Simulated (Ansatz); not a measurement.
Species: sum formula YOH (charge 0, singlet). SMILES: [Y][OH]
Geometry: optimised at B3LYP-D3(BJ)/def2-TZVP (Ansatz, a quantum-chemistry and plane-wave program).

Quantity: vertical ionisation energy (to the doublet state of charge +1; each state is the SCF solution reached for its spin; for the singlet the Hartree-Fock reference is unstable and T1 is 0.018), in eV. Correlated levels leave the core frozen unless marked. UHF or UKS for open shells. Spin-orbit coupling is left out. Frozen are the shells of the preceding noble gas and the d and f shells that filled before the atom's block. Past Kr the def2 sets carry scalar-relativistic core potentials. CBS marks a two-point X^-3 extrapolation of the correlation energy; Hartree-Fock from the larger set.

```csv
level,program,vertical ionisation energy (eV)
SVWN5/def2-TZVPD,Ansatz,6.28
PBE/def2-TZVPD,Ansatz,6.09
r2SCAN/def2-TZVPD,Ansatz,5.85
B3LYP/def2-TZVPD,Ansatz,6.20
PBE0/def2-TZVPD,Ansatz,6.06
BHLYP/def2-TZVPD,Ansatz,6.05
CAM-B3LYP/def2-TZVPD,Ansatz,6.16
wB97M-V/def2-TZVPD,Ansatz,6.23
wB97X-V/def2-TZVPD,Ansatz,6.05
CCSD/def2-SVPD,Ansatz,6.06
CCSD/def2-TZVPPD,Ansatz,6.08
"CCSD/CBS(def2-TZVPPD,def2-QZVPPD)",Ansatz,6.09
CCSD(T)/def2-SVPD,Ansatz,6.07
CCSD(T)/def2-TZVPPD,Ansatz,6.10
"CCSD(T)/CBS(def2-TZVPPD,def2-QZVPPD)",Ansatz,6.11
```
